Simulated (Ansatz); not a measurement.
`B[SiH](F)Cl` + `C[SeH]` → `C[Se][SiH](F)Cl` + BH₃ at 298.15 K and 1 bar (cleavage of the Si–B bond).

Computed with Ansatz on PBE0-D4/def2-TZVP structures; ΔE is electronic, products minus reactants. CCSD(T)/CBS adds triple-zeta CCSD(T) − MP2 to the extrapolated MP2 energy (def2 sets, frozen cores). This one scheme is used for every species. For Se outer-core shells are correlated without core-valence functions, which leaves a few kJ/mol of doubt a bond. Scalar relativity is left out up to krypton. Each species was taken in one conformer, which may not be the lowest.

```csv
species,CCSD(T)/CBS energy (Eh),H − E (kJ/mol),S (J/(mol·K))
`B[SiH](F)Cl`,-875.32432,106.0,323.0
`C[SeH]`,-2441.15625,129.5,267.5
`C[Se][SiH](F)Cl`,-3289.96087,159.3,380.1
BH₃,-26.55200,78.7,188.3
```

H − E and S are ideal-gas, rigid-rotor, harmonic terms from PBE0-D4/def2-TZVP, for one conformer and one mirror image of each species. 1 Eh = 2625.50 kJ/mol, R = 8.31446 J/(mol·K).

Problem. By hand: ΔE, ΔH, ΔS and ΔG.

Solution. ΔE = (-3289.96087) + (-26.55200) − (-875.32432) − (-2441.15625) = -0.03230 Eh = -84.8 kJ/mol. Δ(H − E) = 159.3 + 78.7 − 106.0 − 129.5 = 2.5, so ΔH = -82.3 kJ/mol. ΔS = 380.1 + 188.3 − 323.0 − 267.5 = -22.1 J/(mol·K). ΔG = -82.3 − 298.15 × (-22.1)/1000 = -75.7 kJ/mol.

Problem. By hand: the equilibrium constant, and the temperature at which ΔG would vanish if ΔH and ΔS stayed fixed.

Solution. log₁₀ K = −ΔG/(RT ln 10) = 13.3. ΔG = 0 at ΔH/ΔS = 3724 K, far beyond where these terms or the molecules hold.

ΔH outweighs TΔS. A doubt of 5 kJ/mol in ΔE shifts log₁₀ K by 0.9 here. Other conformers and mirror images would add mixing entropy, several J/(mol·K) or more a flexible species. Modes under 60 cm⁻¹, often nearly free rotors, make the harmonic entropy too high. These are equilibria of isolated gas molecules and say nothing of rates. Largest T1 diagnostic: 0.011 (customary marks: 0.02 for closed shells, 0.045 for open ones).
